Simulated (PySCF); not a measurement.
## A survey of ¹⁹F NMR shifts

- PBE0/pcSseg-1 with gauge-including orbitals
- GFN2-xTB geometry
- code: PySCF
- non-relativistic, gas phase, one conformer, rapidly exchanging positions averaged

Shieldings were converted by a linear fit to measured shifts: ¹⁹F (scatter 6.0 ppm rms, 7.0 ppm with the 5 outliers that the fit left out vs CFCl3, solution or neat liquid, with a term for F on sp3 carbon). A few per cent of atoms miss by over 2 rms, more outside the fitted compound classes.

Q: Give the ¹⁹F shifts of `CC(C)c1noc(F)c1F`.

A: 
```
                                                      compound         environment  δ (ppm)
[CH3:1][CH:2]([CH3:3])[c:4]1[n:5][o:6][c:7]([F:8])[c:9]1[F:10]   F8: aryl fluorine   -115.5
[CH3:1][CH:2]([CH3:3])[c:4]1[n:5][o:6][c:7]([F:8])[c:9]1[F:10]  F10: aryl fluorine   -199.0
```

Q: Match the shifts 55.5, -55.9, -152.2, -185.4 ppm to `CC(=O)[C@H](C)F`, `O=C(F)[C@H]1C[C@H]1C(=O)F`, `CCP(C(F)(F)F)C(F)(F)F`, `CCc1c(F)nnn1C`.

A: 55.5: O=C(F)[C@H]1C[C@H]1C(=O)F (fluorine bonded to C); -55.9: CCP(C(F)(F)F)C(F)(F)F (fluorine of a CF3 group); -152.2: CCc1c(F)nnn1C (aryl fluorine); -185.4: CC(=O)[C@H](C)F (fluorine on an sp3 carbon).
